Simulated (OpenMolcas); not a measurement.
**Computed transition rates of Cu I**

```yaml
Program: OpenMolcas
Method: "SS-CASPT2, IPEA 0.25 Eh, imaginary shift 0.1 Eh (closed shells correlated: 3s 3p)"
Basis: ANO-RCC-VQZP [7s6p4d3f2g1h]
Scalar_Hamiltonian: DKH2, point nucleus
Active_space: 11 electrons in 11 orbitals (3d 4s 4d)
State_averaging: 2S+1 = 2 even, 6 roots
Spin-orbit_coupling: state interaction with AMFI integrals over the reference wave functions, term energies averaged over their components
```

Rates come from the transition moments of the reference wave functions (E1 and E2 in the length form). At fixed line strength A goes as λ^-3 for E1 and M1 and as λ^-5 for E2, so a rate at the computed wavelength can be rescaled to the measured one. Measured vacuum wavelengths follow from level energies in NIST Handbook of Basic Atomic Spectroscopic Data. Branching counts decays inside the model space alone, at computed energies, and the table is only a selection of the E2 and M1 lines, drawn from those between levels with measured partners whose computed energy lies within a factor of 1.5 of the measured one.

```csv
Upper,Lower,Type,λ computed (nm),λ measured (nm),A computed (s-1),A rescaled (s-1),Branching %
3d⁹ 4s² ²D_3/2,3d⁹ 4s² ²D_5/2,M1,4829,4895,1.44e-01,1.38e-01,81.3
3d⁹ 4s² ²D_5/2,3d¹⁰ 4s ²S_1/2,E2,922.9,892.7,1.39e-02,1.64e-02,100.0
3d⁹ 4s² ²D_3/2,3d¹⁰ 4s ²S_1/2,E2,774.8,755,3.33e-02,3.79e-02,18.7
```

The largest correction is for 3d⁹ 4s² ²D_5/2 → 3d¹⁰ 4s ²S_1/2 (E2): 1.39e-02 × (922.9 / 892.7)^5 = 1.64e-02 s-1, a factor of 1.18.

The computed rate and branching of 3d⁹ 4s² ²D_5/2 → 3d¹⁰ 4s ²S_1/2 give the upper level a radiative lifetime of 1.000 / 1.39e-02 s-1 = 7.19e+01 s, counting decays inside the model space alone. The rescaled rate gives about 6.1e+01 s.

No measured rate stands beside these. Rescaling mends the energy factor alone: line strengths can still be far off where a level mixes with configurations outside the active space, and weak or spin-changing lines hang on small mixing coefficients that depend on the term gaps too, so rescaling need not improve them.

Active for correlation alone: 4d; no level in the range computed is led by a configuration that fills it, so any true level of that kind is missing. Measured partners are found by configuration, term and J. A level has none where our copy of the source lacks it or the pairing is in doubt (some pairs that miss far off the trend of their configuration count as doubtful). Only configurations of the active space appear.
